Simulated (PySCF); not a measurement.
Electric properties by functional and basis

Compound: C2H9GeN.
SMILES: `C[NH][GeH2][CH3]`

PySCF, dipoles from the SCF density, polarisabilities from static response with core orbitals frozen. Isolated species at its PBE0-D3(BJ)/def2-SVP geometry (one conformer only). The LDA/def2-SVPD calculation is non-relativistic and has no spin–orbit coupling, an omission that weighs most on germanium.

The anisotropy is √(½[(α1 − α2)² + (α2 − α3)² + (α3 − α1)²]).

```csv
level,μ (D),α (Å³),anisotropy (Å³)
LDA/def2-SVPD,0.409,10.47,1.79
PBE/def2-SVPD,0.395,10.26,1.78
B3LYP/def2-SVPD,0.398,9.94,1.60
PBE0/def2-SVPD,0.390,9.82,1.59
BHandHLYP/def2-SVPD,0.408,9.52,1.45
CAM-B3LYP/def2-SVPD,0.415,9.75,1.49
wB97X-D/def2-SVPD,0.421,9.73,1.46
LC-wPBE/def2-SVPD,0.428,9.46,1.39
HF/def2-SVPD,0.432,9.08,1.27
PBE0/6-31G*,0.431,8.01,1.58
PBE0/def2-SVP,0.435,8.41,1.49
PBE0/aug-cc-pVDZ,0.377,10.09,1.55
PBE0/def2-TZVP,0.381,9.47,1.60
PBE0/def2-TZVPD,0.374,10.02,1.57
```

The dipole runs from 0.37 D (PBE0/def2-TZVPD) to 0.43 D (PBE0/def2-SVP). No reference polarisability is at hand; against PBE0 in the largest diffuse basis at hand (def2-TZVPD) the other PBE0 rows deviate by 6-31G* -20%, def2-SVP -16%, def2-SVPD -2%, aug-cc-pVDZ +1%, def2-TZVP -5%. In one basis (def2-SVPD) the functionals order the polarisability from HF (lowest) to LDA (highest), a spread of 15%. With PBE0 the polarisability is 8.63 Å³ without diffuse functions (mean of 6-31G*, def2-SVP and def2-TZVP) and 9.98 Å³ with them (mean of def2-SVPD, aug-cc-pVDZ and def2-TZVPD).

Without π bonds the low states are Rydberg-like; a valence basis with one diffuse set may place them up to an eV too high.
